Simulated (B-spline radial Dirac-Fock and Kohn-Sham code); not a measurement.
Relativistic shifts of the levels of Tl⁵³⁺

System: thallium as Tl⁵³⁺, 1s2 2s2 2p6 3s2 3p6 3d10.

Both columns are ΔSCF binding energies of the configuration average from a radial finite-basis atomic code: non-relativistic Hartree-Fock with a point nucleus, and Dirac-Fock with a finite nucleus and the Coulomb interaction alone, averaged over the two j levels with weights 2j+1.

```csv
shell,Hartree-Fock (eV),Dirac-Fock (eV),shift (eV),shift (%)
1s,80511.8,89077.5,+8565.62,+10.64
2s,16061.9,18414.2,+2352.26,+14.64
2p,15560.5,16391.0,+830.44,+5.34
3s,5902.8,6548.7,+645.87,+10.94
3p,5672.8,5943.9,+271.09,+4.78
3d,5260.7,5279.8,+19.12,+0.36
```

Relativity binds 1s, 2s, 2p, 3s, 3p, 3d more strongly, among those listed most of all 2s in relative terms.

Values without a named source are computed, but for edge energies of neutral atoms, which are taken from tables.
